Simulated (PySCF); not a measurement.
## Electronic absorption of C2H6Cl4Si2

Species: C2H6Cl4Si2.
SMILES with atom numbers: `[CH3:1][Si:2]([Cl:3])([Cl:4])[Si:5]([CH3:6])([Cl:7])[Cl:8]` (hydrogens: H9, H10, H11 on C1; H12, H13, H14 on C6)

Cartesian coordinates in Å at the PBE0-D3(BJ)/def2-SVP level; atoms count from 1:
```xyz
14
C2H6Cl4Si2 angstrom
C      2.4625   -0.1575    0.7111
Si     1.0548    0.1049   -0.4672
Cl     1.1470   -1.2746   -2.0142
Cl     1.1477    2.0099   -1.2821
Si    -1.0606   -0.1087    0.4702
C     -2.4622    0.1555   -0.7150
Cl    -1.1554    1.2716    2.0157
Cl    -1.1612   -2.0131    1.2862
H      2.3851    0.5614    1.5408
H      3.4291   -0.0210    0.2038
H      2.4109   -1.1784    1.1194
H     -2.3906   -0.5757   -1.5347
H     -2.3975    1.1699   -1.1375
H     -3.4326    0.0367   -0.2105
```

Computed, not measured: TDDFT PBE0/def2-SVPD, vertical, gas phase, core orbitals frozen in the response (PySCF).

| state | E (eV) | E (hartree) | f | symmetry | main configurations (H = HOMO, L = LUMO) |
| --- | --- | --- | --- | --- | --- |
| S1 | 6.17 | 0.2267 | 0.054 | Bu | H→L (97%) |
| S2 | 6.23 | 0.2288 | 0.040 | Au | H→L+1 (97%) |
| S3 | 7.07 | 0.2597 | 0.0000 | – | H→L+2 (87%) |
| S4 | 7.28 | 0.2676 | 0.026 | Au | H-1→L (90%) |
| S5 | 7.38 | 0.2712 | 0.044 | Bu | H-1→L+1 (96%) |
| S6 | 7.42 | 0.2727 | 0.0000 | – | H-2→L (51%), H-3→L+1 (31%), H-3→L (10%) |

The lowest singlet lies at 6.17 eV (201 nm, ultraviolet) and is of moderate strength; its leading configuration is HOMO→LUMO (97%). The lowest level is also the most intense of those listed (f = 0.054). Löwdin shares by element: HOMO silicon 35%, chlorine 24% or more (atoms not listed hold the other 41%); LUMO silicon 41%, chlorine 26% or more (atoms not listed hold the other 33%). Of the 6 states listed, 4 reach f = 0.01 and 2 stay under 0.0005. The oscillator strengths of these states sum to 0.163; summed over the whole spectrum of an exact calculation they would give the number of electrons, 114 (Thomas–Reiche–Kuhn). Orbital energies (eV): HOMO-3 -9.48, HOMO-2 -9.43, HOMO-1 -9.24, HOMO -8.08, LUMO -0.75, LUMO+1 -0.67, LUMO+2 0.06. No computed singlet lies in the visible range (380 to 750 nm); the lowest, at 201 nm, stands 2.91 eV above its violet end (3.26 eV). Symmetry labels in C2h follow from the direction of the transition dipole and are given only for states with f of 0.002 or more. Singlets were solved by full linear response.

One conformer stands for the species.
